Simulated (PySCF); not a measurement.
# [ReO3Cl]− at several levels of theory

Computed with PySCF 2.14.0 (density fitting, no spin-orbit coupling) at the geometry relaxed with PBE:

```xyz
5
[ReO3Cl]− (doublet)
Re    0.0000    0.1548   -0.0394
O     1.5228    0.0140   -0.8961
O     0.0000    1.6856    0.8002
O    -1.5228    0.0140   -0.8961
Cl    0.0000   -2.1491    0.7450
```

| level | basis | state | HOMO (eV) | gap (eV) | charge on Re1 (e) | dipole about the centre of mass (D) | largest force component (eV/Å) |
| --- | --- | --- | --- | --- | --- | --- | --- |
| PBE | Re def2-SVP with ECP60, O def2-SVP, Cl def2-SVP | doublet | 0.74 | 0.92 | 0.61 | 0.58 | 0.01 |
| PBE | Re def2-TZVP with ECP60, O def2-TZVP, Cl def2-TZVP | doublet | 0.48 | 0.95 | 1.03 | 0.73 | 0.14 |
| PBE | Re x2c-SVPall, O x2c-SVPall, Cl x2c-SVPall | doublet | 0.54 | 0.88 | 0.39 | 0.51 | 0.75 |

HOMO and gap are taken over both spins. Charges are Mulliken's, which hang on the basis. The relaxation used the grid (50, 194), these runs (75, 302) or, all-electron (x2c bases, spin-free X2C Hamiltonian), (99, 590).

Problem. Order these levels, in the first row's basis, by the HOMO–LUMO gap they give here, smallest first.
A. HF
B. TPSSh
C. CAM-B3LYP
D. r2SCAN

Solution. D (1.54 eV), B (2.03 eV), C (5.63 eV), A (10.86 eV).

Problem. And their other results?

Solution. 
```json
{"level": "HF", "state": "doublet", "HOMO (eV)": "-5.18", "gap (eV)": "10.86", "charge on Re1 (e)": "1.42", "dipole about the centre of mass (D)": "1.08", "largest force component (eV/Å)": "2.61"}
{"level": "r2SCAN", "state": "doublet", "HOMO (eV)": "0.27", "gap (eV)": "1.54", "charge on Re1 (e)": "0.83", "dipole about the centre of mass (D)": "0.71", "largest force component (eV/Å)": "0.49"}
{"level": "TPSSh", "state": "doublet", "HOMO (eV)": "-0.04", "gap (eV)": "2.03", "charge on Re1 (e)": "0.83", "dipole about the centre of mass (D)": "0.71", "largest force component (eV/Å)": "0.41"}
{"level": "CAM-B3LYP", "state": "doublet", "HOMO (eV)": "-2.22", "gap (eV)": "5.63", "charge on Re1 (e)": "0.81", "dipole about the centre of mass (D)": "0.74", "largest force component (eV/Å)": "1.15"}
```

Open shells may have lower solutions than the one found.

The highest filled level of some runs lies above zero, as often for anions with such functionals and bases.
